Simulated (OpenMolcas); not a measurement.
N³⁺: from CASSCF to CASPT2

```
Program             : OpenMolcas
Basis               : ANO-L-VTZP [4s3p2d1f]
Scalar Hamiltonian  : non-relativistic, point nucleus
Active space        : 2 electrons in 4 orbitals (2s 2p)
State averaging     : 2S+1 = 3 even, 3 roots; 2S+1 = 1 even, 7 roots; 2S+1 = 3 odd, 3 roots; 2S+1 = 1 odd, 3 roots
Spin-orbit coupling : state interaction with AMFI integrals over the reference wave functions, term energies averaged over their components
```

Methods on the same reference wave functions:
A. CASSCF
B. SS-CASPT2, IPEA 0.25 Eh, imaginary shift 0.1 Eh (closed shells correlated: 1s)
C. MS-CASPT2, IPEA 0.25 Eh, imaginary shift 0.1 Eh (closed shells correlated: 1s)

Energies in eV above 2s² ¹S₀, the measured ground level; measured values from Moore, Selected Tables of Atomic Spectra, NSRDS-NBS 3, section 4.

```tsv
Level	A	B	C	Measured
2s² ¹S₀	0.0000	0.0000	0.0000	0.0000
2s 2p ³P°₀	8.4130	8.335	8.337	8.3329
2s 2p ³P°₁	8.4214	8.344	8.345	8.3407
2s 2p ³P°₂	8.4382	8.361	8.362	8.3586
2s 2p ¹P°₁	17.6848	16.648	16.649	16.2040
2p² ³P₀	21.9855	21.857	21.859	21.7636
2p² ³P₁	21.9938	21.866	21.867	21.7726
2p² ³P₂	22.0102	21.882	21.883	21.7881
2p² ¹D₂	24.6966	23.727	23.728	23.4184
2p² ¹S₀	30.9296	29.765	29.767	29.1821
```

Deviations, from unrounded energies. A percentage is the sum of absolute deviations over the sum of measured energies, with the sign that they share, or ± where signs differ.

| Against measurement | Levels | A | B | C |
| --- | --- | --- | --- | --- |
| mean absolute deviation (cm-1) | 9 | 4900 | 1500 | 1500 |
| other configurations (%) | 9 | +3.4 | +1.0 | +1.0 |

B, C lie about equally close to measurement and A furthest from it. The largest miss of B in the table is 2p² ¹S₀, by +4700 cm-1. The ranking rests on the paired levels alone, and a cruder setting can come out closer through cancelling errors.

Between B and C the level of the table that moves most is 2p² ¹S₀, by 20 cm-1 (lowest in B, highest in C).

The lowest spin-free term lies below A's lowest term by 0.005 hartree in B, 0.005 hartree in C.

Computed and measured levels are paired by configuration, term and J; levels that our copy of the source lacks, or whose pairing is in doubt (as where it misses far off the trend of its configuration), stay unpaired and out of the deviations. Only configurations of the active space appear.

° marks odd parity.
